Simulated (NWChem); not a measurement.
**Ionisation of HBF**

```
B
F 1 1.3010
H 1 1.2176 2 121.41
```
Charge 0, spin multiplicity 2.

All runs are NWChem calculations. The geometry was optimised at UPBE0/def2-SVP, a minimum by its harmonic frequencies.

Basis set: def2-TZVP. The species with one electron less has spin multiplicity 1 and keeps the geometry of the parent. Δ marks differences of total energies (open shells unrestricted). That singlet is a closed-shell solution.

The correlated methods keep 2 core orbitals frozen. B3LYP has NWChem's definition, with VWN1-RPA local correlation. The structure started from a generated list of species. The unpaired electrons of the parent sit in orbitals of symmetry a' (Cs labels of the run); other states weren't searched. No SCF solution was tested for a lower state.

Task: Order these methods by the first vertical ionisation energy they give, lowest first: ΔB2PLYP, G0W0@B3LYP, ΔLC-wPBE (omega 0.3 per bohr), G0W0@PBE0.

Result: G0W0@B3LYP (8.83 eV), G0W0@PBE0 (8.92 eV), ΔB2PLYP (9.14 eV), ΔLC-wPBE (omega 0.3 per bohr) (9.34 eV)
